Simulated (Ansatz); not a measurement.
Program: Ansatz. Geometries: PBE0-D4/def2-TZVP. ΔE: electronic, gas phase. CCSD(T)/CBS adds triple-zeta CCSD(T) − MP2 to the extrapolated MP2 energy (def2 sets, frozen cores). Functionals use def2-TZVPP. B3LYP here is the variant with VWN-RPA as its local correlation; programs differ in this. def2 core potentials past Kr. For I, Se, Sn outer-core shells are correlated without core-valence functions, which leaves a few kJ/mol of doubt a bond. Scalar relativity is left out up to krypton. Each species was taken in one conformer, which may not be the lowest.

`[CH3][SnH2][I]` + H₂Se → `[CH3][SnH2][SeH]` + HI  (ligand exchange at the Sn–I bond)

Is it downhill or uphill in electronic energy at CCSD(T)/CBS, and by how much? (An estimate is asked.)

Ansatz gave: Uphill: ΔE = +9.4 kcal/mol.

What do these levels give: revPBE-D4, r2SCAN-D4, B3LYP-D4, revPBE, B3LYP, BHLYP, CAM-B3LYP, RPA@PBE/def2-TZVPP, CCSD/def2-SVP, SCS-MP2/def2-QZVPP, MP2/CBS(def2), CCSD/CBS(def2)? (An estimate is asked.)

The calculation gave: revPBE-D4 8.0, r2SCAN-D4 9.1, B3LYP-D4 8.9, revPBE 8.5, B3LYP 9.0, BHLYP 9.7, CAM-B3LYP 9.0, RPA@PBE/def2-TZVPP 7.6, CCSD/def2-SVP 9.7, SCS-MP2/def2-QZVPP 9.7, MP2/CBS(def2) 10.3, CCSD/CBS(def2) 9.6 kcal/mol.

Largest T1 diagnostic among the species: 0.011.

From BLYP to BHLYP (50 % exact exchange), in def2-TZVPP and without D4, ΔE moves by +1.2 kcal/mol. In def2-TZVPP, CCSD(T) changes the Hartree–Fock value by −2.8 kcal/mol (the triples alone add −0.2 kcal/mol) and MP2 by −1.8 kcal/mol.
